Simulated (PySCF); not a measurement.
**Dipole moment and polarisability of `N#C[SiH2]P[SiH2]CCl`**

Compound: C2H7ClNPSi2.
Atom-mapped SMILES: `[N:1]#[C:2][SiH2:3][PH:4][SiH2:5][CH2:6][Cl:7]` (hydrogens: H8, H9 on Si3; H10 on P4; H11, H12 on Si5; H13, H14 on C6)

Structure used (GFN2-xTB), in Å, numbered top down from 1:
```
atom  x, y, z in Å
N1    -2.4744    1.8981   -1.7765
C2    -2.3788    1.2157   -0.8611
Si3   -2.1606    0.0313    0.5699
P4    -0.6194   -1.5083    0.0651
Si5    1.1280   -0.3071   -0.6740
C6     2.2083   -0.0355    0.8786
Cl7    3.7167    0.7857    0.4054
H8    -3.4570   -0.6220    0.7538
H9    -1.7343    0.8377    1.7145
H10   -1.1173   -1.7696   -1.1958
H11    0.8030    0.9965   -1.2568
H12    1.8577   -1.1462   -1.6247
H13    1.7317    0.5952    1.6268
H14    2.4958   -0.9721    1.3525
```

Level: wB97X-D/def2-SVPD (PySCF), static field, nuclei fixed, core orbitals frozen in the response. The polarisability tensor in these axes (au):

```
x   144.21   1.52  -0.88
y     1.52 112.85  -7.15
z    -0.88  -7.15 106.30
```

**Question.** What are the eigenvalues, a third of the trace, and Δα (Δα² = ½Σ(αi − αj)² over the three pairs)?

**Answer.** Principal values 101.71, 117.32 and 144.32 au; mean 121.12 au = 17.95 Å³ = 19.97 × 10⁻⁴⁰ C²·m²/J; Δα = 37.34 au (31 % of the mean).

**Question.** What is the dipole moment, and where does it point?

**Answer.** (-0.70, -2.59, 2.59) D, 3.73 D in size, pointing from the negative to the positive side. Measured along this direction, the outermost atoms are N1 at the negative end and H8 at the positive end.

**Question.** What depolarisation ratio follows for Rayleigh scattering of linearly polarised light, taking the static tensor?

**Answer.** ρ = 3Δα²/(45ᾱ² + 4Δα²) = 4182.6/(660162 + 5576.8) = 0.00628.

**Question.** Find the Langevin capture rate constant for H3+ (3.023 u) meeting this molecule (166.954 u), k = 2.342 × 10⁻⁹ cm³/s × √(α in Å³ / reduced mass in u).

**Answer.** The reduced mass is 2.97 u, so k = 5.76 × 10⁻⁹ cm³/s. The formula leaves out the permanent dipole, which adds to the capture rate.

**Question.** How large is μ²/3kT at 273 K beside α?

**Answer.** In Gaussian units μ²/3kT = 122.88 Å³ against 17.95 Å³, a ratio of 6.85; the Debye molar polarisation (4π/3)N_A(α + μ²/3kT) is 355.2 cm³/mol, leaving out the vibrational part.

The structure is a single GFN2-xTB conformer in the gas phase; no vibrational or solvent corrections.
